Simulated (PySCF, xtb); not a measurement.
arsine (AsH₃), SMILES [AsH3].

GFN2-xTB in xtb 6.7.1 at its own geometry gives an orbital gap of 6.51 eV and a dipole moment of 0.35 D.

Geometry: PBE-D3(BJ)/def2-TZVPD.

Problem. What does PBE0/def2-TZVPD in PySCF give? (An estimate is asked for; the answer gives what the named calculation found.)

Solution. gap 8.07 eV (levels -7.90 and 0.18 eV), dipole 0.28 D.
